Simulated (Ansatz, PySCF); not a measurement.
C5H4O2, SMILES C1(=C)OC=CC1=O. Atoms are numbered in the order given.

```xyz
11

C      0.9662     1.8548     0.0000
C      0.5272     0.5964     0.0000
O      1.3625    -0.5053     0.0000
C      0.5673    -1.6103     0.0000
C     -0.7590    -1.3545     0.0000
C     -0.9032     0.1095     0.0000
O     -1.8948     0.8102     0.0000
H      0.2206     2.6520     0.0000
H      2.0297     2.0989     0.0000
H      1.1104    -2.5554     0.0000
H     -1.5702    -2.0777     0.0000
```

The structure is a stationary point at B3LYP-D3(BJ)/def2-SVP.

Two levels are set side by side: PBE-D3(BJ)/def2-SVP (Ansatz, a quantum-chemistry and plane-wave program) and B3LYP-D3(BJ)/def2-SVP (Ansatz). Each level has its own optimised geometry; the coordinates shown are those of the second. Frequencies come from the Hessian of PySCF at each geometry. Differences are taken from unrounded values.

```tsv
quantity	B3LYP-D3(BJ)	PBE-D3(BJ)	PBE-D3(BJ) minus B3LYP-D3(BJ)
mean bond length (Å)	1.271	1.278	0.007
bond C1–C2 (Å)	1.333	1.343	0.010
bond C2–O3 (Å)	1.383	1.387	0.004
bond C2–C6 (Å)	1.511	1.516	0.005
bond O3–C4 (Å)	1.361	1.369	0.007
bond C4–C5 (Å)	1.351	1.360	0.010
bond C5–C6 (Å)	1.471	1.472	0.001
bond C6–O7 (Å)	1.214	1.226	0.012
bond C1–H8 (Å)	1.091	1.100	0.008
bond C1–H9 (Å)	1.091	1.099	0.008
bond C4–H10 (Å)	1.090	1.098	0.008
bond C5–H11 (Å)	1.087	1.094	0.008
highest harmonic wavenumber (cm⁻¹)	3277	3215	-63
mean harmonic wavenumber (cm⁻¹)	1286	1249	-37
zero-point energy (kcal/mol)	49.64	48.20	-1.44
```

Exact exchange shortens and stiffens bonds; PBE has none. Differences between two approximate levels are no errors against the true value.
